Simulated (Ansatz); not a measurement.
Basis-set extrapolation for `C[CH](C)[Mg][CH](C)C` (PBE0-D4/def2-TZVP geometry, frozen core, the Gaussian-basis code of Ansatz). Multiplicity 1, RHF reference. For Mg the program correlates outer-core shells too, which these sets cover unevenly, so the extrapolated numbers aren't a true limit.

```
                      def2-TZVPP   def2-QZVPP
                 HF  -435.006533  -435.026257
    MP2 correlation    -1.275329    -1.382576
CCSD(T) correlation    -1.401480      not run
```

Energies in hartree. Use E(X) = E(∞) + A·exp(−7.88·√X) for Hartree–Fock and E(X) = E(∞) + B·X^(−2.97) for correlation, with X = 3 and 4, and add CCSD(T) minus MP2 of the smaller set to the MP2 limit.

Problem. What is the CCSD(T) energy at the basis-set limit?

Solution. HF limit: -435.026257 + (-0.019724) × 0.13774 = -435.02897. MP2 limit: -1.382576 + (-0.107247) × 0.74074 = -1.46202. Higher-order term: -1.401480 − (-1.275329) = -0.12615. Total: -436.61714 hartree, 5.69 eV below CCSD(T)/def2-TZVPP.
